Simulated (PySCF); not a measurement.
Heteronuclear NMR

Atoms are numbered as in `[CH2:1]=[CH:2]/[C:3]([SiH3:4])=[P:5]/[c:6]1[cH:7][cH:8][o:9][cH:10]1`. Each H is labelled by its parent atom. Ha(C1) is cis to C3; Hb(C1) is trans to C3.

- geometry: GFN2-xTB
- NMR shieldings at PBE0/pcSseg-1/GIAO
- run in PySCF
- non-relativistic, rapidly exchanging positions averaged, no solvent model, single conformer

Q: Where does 31P resonate?

A: 
```
atoms               environment  σ (ppm)  δ (ppm)
   P5  phosphorus bonded to 2 C    -38.3    301.8
```

Shieldings were converted by a linear fit to measured shifts: 31P (scatter 18.1 ppm rms vs H3PO4, solution or neat liquid). A few per cent of atoms miss by over 2 rms, more outside the fitted compound classes.

On a 500 MHz spectrometer 31P resonates near 202.4 MHz, so 1 ppm is 202.4 Hz.

Q: What are the 29Si shifts?

A: 
```tsv
atoms	environment	σ (ppm)	δ (ppm)
Si4	silicon bonded to C, 3 H	433.9	-76.7
```

Shieldings were converted by a linear fit to measured shifts: 29Si: δ = 279.94 − 0.822σ (rms 8.9 ppm, 72 shifts, 25.8 ppm with the 6 outliers that the fit left out vs TMS, solution or neat liquid). A few per cent of atoms miss by over 2 rms, more outside the fitted compound classes.

On a 500 MHz spectrometer 29Si resonates near 99.3 MHz, so 1 ppm is 99.3 Hz.

Q: Where does 17O resonate?

A: 
```tsv
atoms	environment	σ (ppm)	δ (ppm)
O9	aromatic ring oxygen	22.4	246.3
```

Shieldings were converted by a linear fit to measured shifts: 17O (scatter 10.7 ppm rms, 12.2 ppm with the 3 outliers that the fit left out vs liquid water, solution or neat liquid). A few per cent of atoms miss by over 2 rms, more outside the fitted compound classes.

On a 600 MHz spectrometer 17O resonates near 81.3 MHz, so 1 ppm is 81.3 Hz.
